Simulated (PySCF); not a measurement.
**Dipole response of Ba²⁺ (barium, charge +2)**

[Xe], closed-shell 1S. Calculation: PySCF 2.14, in aug-cc-pwCVTZ-X2C; the spin-free X2C one-electron Hamiltonian (Gaussian nucleus). Coupled (time-dependent) response in atomic units; α is the mean over directions.

```json
{"method": "PBEsol", "mean α (bohr³)": "10.72", "C₆ (like pair)": "77.73", "S(−4)": "15.15"}
{"method": "BHandHLYP", "mean α (bohr³)": "10.59", "C₆ (like pair)": "76.68", "S(−4)": "14.62"}
```

S(−4) is the Cauchy moment in α(ω) = α(0) + S(−4) ω² + …

α(iu) at PBEsol:

| u (hartree) | α(iu) (bohr³) |
| --- | --- |
| 0 | 10.72 |
| 0.0500 | 10.68 |
| 0.100 | 10.57 |
| 0.200 | 10.15 |
| 0.300 | 9.526 |
| 0.500 | 7.991 |
| 0.750 | 6.147 |
| 1.00 | 4.712 |
| 1.50 | 2.933 |
| 2.00 | 2.000 |
| 3.00 | 1.135 |
| 5.00 | 0.5460 |

A single London oscillator, α(iu) = α/(1 + u²/ω²), gives C₆ = (3/4) ω α². Matching the computed C₆ needs ω = 4 × 77.73 / (3 × 10.72²) = 0.902 hartree.

For an ion, C₆ is the dispersion term alone; charge-induced terms of lower order in 1/R come first.

Spin-orbit coupling, which splits the p, d and f shells strongly at this Z, is absent.
